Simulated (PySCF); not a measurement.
## Correlation energy of Ni(3+) (nickel, charge +3)

[Ar] 3d7, high-spin 4F determinant. Calculation: PySCF 2.14, in def2-TZVPPD; no relativity, point nucleus. Frozen: [Ne]; 15 electrons correlated.

| level | correlation energy (mhartree) |
| --- | --- |
| CCSD | -469.47 |
| (T) | -5.98 |
| CCSD(T) | -475.45 |

Diagnostics: T1 = 0.0051, D1 = 0.0100, largest double amplitude 0.014.

**Question.** Is a single reference adequate?

**Answer.** Yes: T1 lies below 0.03 and no double amplitude reaches 0.07.

This basis was not built for core-valence correlation, so the inner-shell part is incomplete.
